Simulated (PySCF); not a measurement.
C6H14S, SMILES CSCCC(C)C, GFN2-xTB optimised geometry.

```
21

C      2.17    -0.83    -2.77
S      2.61     0.27    -1.40
C      1.86    -0.63     0.00
C      0.34    -0.63     0.00
C     -0.28     0.77     0.00
C     -0.01     1.51     1.31
C     -1.79     0.66    -0.24
H      2.50    -1.84    -2.54
H      1.10    -0.81    -2.94
H      2.69    -0.46    -3.64
H      2.25    -1.65    -0.03
H      2.26    -0.14     0.89
H     -0.01    -1.18    -0.88
H      0.00    -1.18     0.88
H      0.16     1.34    -0.82
H     -0.51     2.47     1.30
H      1.05     1.69     1.44
H     -0.38     0.93     2.15
H     -2.26     0.09     0.56
H     -2.24     1.65    -0.26
H     -2.00     0.16    -1.18
```

Density from B3LYP/def2-SVP in PySCF at that geometry.

Minimum of the electron density along straight lines between bonded atoms, close to the bond critical point (lines longer than 1.1 times the sum of covalent radii, or with two minima, are not listed):

```
bond    length / Å  ρ at the minimum / e bohr⁻³  ∇²ρ there / e bohr⁻⁵  position (fraction from the first atom)
------  ----------  ---------------------------  --------------------  ---------------------------------------
C1–S2        1.815                        0.181                 -0.33                                     0.47
S2–C3        1.824                        0.179                 -0.31                                     0.54
C3–C4        1.522                        0.248                 -0.57                                     0.51
C4–C5        1.532                        0.245                 -0.56                                     0.51
C5–C6        1.526                        0.246                 -0.56                                     0.50
C5–C7        1.527                        0.246                 -0.56                                     0.50
C1–H8        1.087                        0.279                 -1.05                                     0.63
C1–H9        1.086                        0.280                 -1.05                                     0.63
C1–H10       1.085                        0.280                 -1.06                                     0.64
C3–H11       1.091                        0.278                 -1.03                                     0.63
C3–H12       1.088                        0.280                 -1.05                                     0.63
C4–H13       1.093                        0.276                 -0.99                                     0.62
C4–H14       1.094                        0.275                 -0.98                                     0.62
C5–H15       1.095                        0.279                 -1.02                                     0.63
C6–H16       1.087                        0.277                 -1.01                                     0.62
C6–H17       1.087                        0.278                 -1.01                                     0.62
C6–H18       1.089                        0.276                 -1.00                                     0.62
C7–H19       1.088                        0.276                 -1.00                                     0.62
C7–H20       1.087                        0.277                 -1.01                                     0.62
C7–H21       1.088                        0.277                 -1.01                                     0.62
```
